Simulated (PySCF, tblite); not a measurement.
Q: Write Cartesian coordinates for `C=C[P@H+]1CC=C(CC)C1` as optimised with GFN2-xTB. (Charge +1.)

A: 
```
atom  x, y, z in Å
C1     3.9729    0.1395   -0.0161
C2     2.6683    0.3568   -0.1103
P3     1.4478   -0.4943    0.8804
C4     0.3328    0.6619    1.7387
C5    -0.8708    0.6763    0.8255
C6    -0.9668   -0.2628   -0.1068
C7    -2.0677   -0.4496   -1.0985
C8    -3.1862    0.5797   -0.9961
C9     0.1689   -1.2781   -0.1475
H10    4.6755    0.6744   -0.6344
H11    4.3908   -0.5746    0.6761
H12    2.2468    1.0753   -0.8053
H13    2.0887   -1.3750    1.7268
H14    0.0731    0.2907    2.7356
H15    0.7854    1.6503    1.8550
H16   -1.6129    1.4379    0.9855
H17   -2.4835   -1.4530   -0.9668
H18   -1.6363   -0.4189   -2.1038
H19   -3.9389    0.3746   -1.7518
H20   -2.8043    1.5835   -1.1618
H21   -3.6633    0.5377   -0.0208
H22   -0.1489   -2.2333    0.2830
H23    0.5240   -1.4720   -1.1629
```

Any rigid rotation of these coordinates is as good. Atoms count from 1 in this order. C6 (fully substituted alkene carbon) is planar (angles 127.5°, 116.6° and 115.9°, sum 360.0°, 0.01 Å off the plane of its three neighbours). C1 (terminal =CH2 carbon) is planar (angles 122.4°, 121.3° and 116.4°, sum 360.0°, 0.00 Å off the plane of its three neighbours). C2 (alkene CH carbon) is planar (angles 123.7°, 122.4° and 113.9°, sum 360.0°, 0.00 Å off the plane of its three neighbours). The 5-membered ring P3–C4–C5–C6–C9 has internal angles of 96.3° to 118.4°; it is puckered, 0.11 Å rms from its mean plane, widest ring torsion 19°.

Bonds between heavy atoms (Å): C1=C2 1.326, C2–P3 1.788, P3–C4 1.821, C4–C5 1.511, C5=C6 1.327, C6–C7 1.493, C7–C8 1.523, C6–C9 1.524, P3–C9 1.818.

Structure optimised with GFN2-xTB, isolated species.

Point group: C1 (no symmetry element, even within 0.4 Å). Its GFN2-xTB frequencies are all real (lowest 34 cm⁻¹). Torsions: C1–C2–P3–C4 127°, C5–C6–C7–C8 0°, C2–P3–C4–C5 98°, P3–C4–C5–C6 14°, C5–C6–C9–P3 -14°, C2–P3–C9–C6 -98°. 3 starts were optimised and ended at 0.00, 0.66 and 0.87 kcal/mol (GFN2-xTB); the lowest of these is shown.

One conformer stands for the species.

All values are computed, not measured.
